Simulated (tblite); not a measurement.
Parent: `[CH2:1]=[CH:2][N:3]([SiH3:4])[SiH2:5][F:6]` with C1–C2–N3–Si4 1°, C2–N3–Si5–F6 179°, C2H8FNSi2.

Computed geometry: GFN2-xTB, gas phase. One conformer each, not checked by frequencies here.

| coordinate of the parent | value |
| --- | --- |
| C1=C2 | 1.325 Å |
| C2–N3 | 1.388 Å |
| N3–Si4 | 1.759 Å |
| N3–Si5 | 1.734 Å |
| Si5–F6 | 1.603 Å |
| C1–C2–N3 | 127.0° |
| C2–N3–Si4 | 119.4° |
| C2–N3–Si5 | 115.3° |
| Si4–N3–Si5 | 125.4° |
| N3–Si5–F6 | 107.8° |

Task: How does the shared frame change in `[NH2:1][CH2:2]/[CH:3]=[CH:4]\[N:5]([SiH3:6])[SiH2:7][F:8]` with H–N1–C2–C3 -179° and -58°, N1–C2–C3–C4 -23°, C3–C4–N5–Si6 -23°, C4–N5–Si7–F8 -24°, C3H11FN2Si2? Atoms pair as C1 = C3, C2 = C4, N3 = N5, Si4 = Si6, Si5 = Si7, F6 = F8 (parent first).

Result: 
```tsv
parent	relative	value in the relative	change
C1=C2	C3=C4	1.332 Å	+0.007
C2–N3	C4–N5	1.380 Å	-0.008
N3–Si4	N5–Si6	1.769 Å	+0.010
N3–Si5	N5–Si7	1.725 Å	-0.009
Si5–F6	Si7–F8	1.613 Å	+0.010
C1–C2–N3	C3–C4–N5	129.1°	+2.1
C2–N3–Si4	C4–N5–Si6	123.0°	+3.6
C2–N3–Si5	C4–N5–Si7	119.1°	+3.8
Si4–N3–Si5	Si6–N5–Si7	117.4°	-8.0
N3–Si5–F6	N5–Si7–F8	106.7°	-1.1
```

Of the parent's bonds, N3–Si4, N3–Si5 and Si5–F6 change most and about equally (-0.009 to +0.010 Å). Bonds of the relative outside the shared frame: N1–C2 1.457, C2–C3 1.497 Å.

Task: How does the shared frame change in `[H]/[N:1]=[CH:2]\[CH:3]=[CH:4]/[N:5]([SiH3:6])[SiH2:7][F:8]` with N1–C2–C3–C4 -177°, C3–C4–N5–Si6 29°, C4–N5–Si7–F8 7°, C3H9FN2Si2? Atoms pair as C1 = C3, C2 = C4, N3 = N5, Si4 = Si6, Si5 = Si7, F6 = F8 (parent first).

Result: 
```tsv
parent	relative	value in the relative	change
C1=C2	C3=C4	1.344 Å	+0.019
C2–N3	C4–N5	1.378 Å	-0.010
N3–Si4	N5–Si6	1.760 Å	+0.001
N3–Si5	N5–Si7	1.743 Å	+0.009
Si5–F6	Si7–F8	1.604 Å	+0.001
C1–C2–N3	C3–C4–N5	129.4°	+2.4
C2–N3–Si4	C4–N5–Si6	123.4°	+4.0
C2–N3–Si5	C4–N5–Si7	118.7°	+3.4
Si4–N3–Si5	Si6–N5–Si7	117.8°	-7.6
N3–Si5–F6	N5–Si7–F8	107.0°	-0.8
```

Of the parent's bonds, C1–C2 changes most (+0.019 Å). Bonds of the relative outside the shared frame: N1=C2 1.266, C2–C3 1.440 Å.
